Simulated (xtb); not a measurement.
C6H14S2, SMILES S(CCCCSC)C. All values are semi-empirical tight-binding results from xtb (GFN2-xTB unless named), good for trends rather than for accurate numbers. Geometry optimised at GFN2-xTB. One conformer was computed; it need not be the lowest.

Optimised geometry:

Bonds (Å): C1–S2 1.814, C1–H9 1.087, C1–H10 1.085, C1–H11 1.087, S2–C3 1.829, C3–C4 1.519, C3–H12 1.091, C3–H13 1.091, C4–C5 1.528, C4–H14 1.092, C4–H15 1.092, C5–C6 1.519, C5–H16 1.092, C5–H17 1.092, C6–S7 1.829, C6–H18 1.091, C6–H19 1.091, S7–C8 1.814, C8–H20 1.087, C8–H21 1.085, C8–H22 1.087. Bond angles (°): S2–C1–H9 109.5, S2–C1–H10 106.9, S2–C1–H11 109.5, H9–C1–H10 110.1, H9–C1–H11 110.6, H10–C1–H11 110.1, C1–S2–C3 98.4, S2–C3–C4 110.2, S2–C3–H12 107.6, S2–C3–H13 107.6, C4–C3–H12 111.0, C4–C3–H13 111.0, H12–C3–H13 109.4, C3–C4–C5 111.2, C3–C4–H14 109.1, C3–C4–H15 109.1, C5–C4–H14 109.8, C5–C4–H15 109.8, H14–C4–H15 107.7, C4–C5–C6 111.2, C4–C5–H16 109.8, C4–C5–H17 109.8, C6–C5–H16 109.1, C6–C5–H17 109.1, H16–C5–H17 107.7, C5–C6–S7 110.2, C5–C6–H18 111.0, C5–C6–H19 111.0, S7–C6–H18 107.6, S7–C6–H19 107.6, H18–C6–H19 109.4, C6–S7–C8 98.4, S7–C8–H20 109.5, S7–C8–H21 106.9, S7–C8–H22 109.5, H20–C8–H21 110.1, H20–C8–H22 110.6, H21–C8–H22 110.1.
Charge 0, spin multiplicity 1.

```yaml
point_group_as_xtb_finds_it: C2h
orbital_gap: 4.20 eV
zero_point_energy: 117.0 kcal/mol
G − E(el) at 298.15 K (modified RRHO): 92.6 kcal/mol
static polarisability (D4 model): 114.3 bohr³
solvation energy, GFN2-xTB/ALPB(water): -0.6 kcal/mol
solvation energy, GFN2-xTB/ALPB(ch2cl2): -10.2 kcal/mol
```

Q: Give the atomic charges and the Wiberg bond orders between heavy atoms. (Estimate from the structure and the level; the computed values follow.)

A: charges (e) C1 -0.05, S2 -0.22, C3 0.00, C4 -0.06, C5 -0.06, C6 0.00, S7 -0.22, C8 -0.05, H9 0.05, H10 0.06, H11 0.05, H12 0.04, H13 0.04, H14 0.04, H15 0.04, H16 0.04, H17 0.04, H18 0.04, H19 0.04, H20 0.05, H21 0.06, H22 0.05. Bond orders C1–S2 1.01, S2–C3 0.98, C3–C4 1.01, C4–C5 1.00, C5–C6 1.01, C6–S7 0.98, S7–C8 1.01.
